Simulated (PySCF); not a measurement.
## Optical rotation: `O=C1C[C@@H](F)O[C@H]1F`, C₄H₄F₂O₂

Geometry:
```tsv
atom	x (Å)	y (Å)	z (Å)
O1	0.645	-1.946	1.196
C2	0.369	-0.974	0.564
C3	-0.961	-0.582	-0.037
C4	-0.676	0.775	-0.682
F5	-1.159	1.775	0.125
O6	0.706	0.890	-0.813
C7	1.338	0.171	0.181
F8	1.545	0.944	1.298
H9	-1.280	-1.327	-0.766
H10	-1.723	-0.505	0.740
H11	-1.126	0.936	-1.668
H12	2.324	-0.158	-0.164
```

Computed, not measured: TDDFT wB97X-D/aug-cc-pVDZ circular dichroism and optical rotation, one conformer, gas phase in PySCF 2.14.0. Geometry: GFN2-xTB.

Stereocentres: C4 R, C7 S.

(1) What is the specific rotation at 633, 589.3, 546, 436, 405, 365, 355 nm?

Answers

(1) [α] in deg dm⁻¹ (g/mL)⁻¹:
| λ (nm) | origin-invariant length gauge | modified velocity gauge | length gauge (centre of mass) | isotropic polarisability (au) |
| --- | --- | --- | --- | --- |
| 633 | +126.2 | +108.4 | +126.2 | 53.7 |
| 589.3 | +153.9 | +132.2 | +154.0 | 53.8 |
| 546 | +192.8 | +165.6 | +192.8 | 54.0 |
| 436 | +424.1 | +364.3 | +424.3 | 54.7 |
| 405 | +590.0 | +506.7 | +590.2 | 55.0 |
| 365 | +1070.0 | +919.0 | +1070.3 | 55.5 |
| 355 | +1312.0 | +1126.8 | +1312.4 | 55.7 |

The shortest wavelength is close to the first absorption, where this undamped response comes out too large.

Question: And for the mirror image at 589.3 nm?

Answer: -153.9 deg dm⁻¹ (g/mL)⁻¹ (origin-invariant length gauge): the same size and the opposite sign.

Question: What is the molar rotation [Φ] = [α]·M/100 of the geometry above at 589.3 nm?

Answer: With M = 122.07 g/mol, +187.9 deg cm² dmol⁻¹ (origin-invariant length gauge).

The first excitation lies at 4.09 eV (303 nm) with R = +6.0 × 10⁻⁴⁰ esu² cm² (velocity form).
